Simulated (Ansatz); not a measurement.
`C[SiH](O)[O][GeH2][OH]`, relaxed with RKS PBE0-D4/def2-TZVP in Ansatz from a GFN2-xTB geometry. The force threshold is 0.005 eV/Å; the program also tests the step.

The species carries charge 0 and has multiplicity 1.

Start:

```xyz
14

C    -0.232    0.919   -2.103
Si    0.682    0.134   -0.644
O     0.938    1.225    0.560
O    -0.237   -1.016    0.018
Ge   -0.760   -1.568    1.592
O    -0.311   -0.367    2.745
H     0.411    1.620   -2.626
H    -1.122    1.456   -1.785
H    -0.543    0.166   -2.818
H     1.961   -0.475   -1.010
H     1.374    2.049    0.362
H    -0.031   -2.851    1.872
H    -2.255   -1.677    1.497
H     0.126    0.386    2.340
```

```tsv
step	energy (eV)	largest force (eV/Å)	largest move (Å)
1	-71693.9828	1.044	0.000
2	-71694.0742	0.453	0.079
3	-71694.0887	0.117	0.034
4	-71694.0919	0.147	0.054
5	-71694.0939	0.040	0.015
6	-71694.0947	0.149	0.090
7 (rejected)	-71694.0919	0.502	0.144
8	-71694.0974	0.028	0.072
9 (rejected)	-71694.0971	0.402	0.096
10	-71694.0990	0.036	0.048
11	-71694.1004	0.107	0.050
15 (rejected)	-71694.0997	0.570	0.195
19	-71694.1183	0.117	0.051
23	-71694.1225	0.062	0.030
27	-71694.1230	0.018	0.029
31	-71694.1233	0.041	0.006
35	-71694.1234	0.009	0.003
39	-71694.1235	0.014	0.022
43	-71694.1239	0.059	0.015
47	-71694.1250	0.014	0.025
51 (rejected)	-71694.1260	0.379	0.073
55	-71694.1305	0.148	0.082
59	-71694.1322	0.021	0.021
63	-71694.1327	0.011	0.015
66	-71694.1328	0.003	0.010
```

End:

```xyz
14

C    -0.424    0.954   -1.747
Si    0.822   -0.004   -0.776
O     1.382    1.018    0.411
O     0.162   -1.331   -0.086
Ge   -0.730   -1.399    1.450
O    -1.170    0.257    1.896
H     0.038    1.814   -2.238
H    -1.213    1.319   -1.085
H    -0.885    0.325   -2.513
H     1.972   -0.465   -1.598
H     2.274    0.866    0.725
H     0.215   -2.033    2.484
H    -2.040   -2.158    1.231
H    -0.402    0.837    1.846
```

Hardware: 2 threads of an AMD EPYC 7R13 on a shared host and a share of an NVIDIA H100 80 GB. Wall time 2.1 min, peak host memory 0.96 GiB.
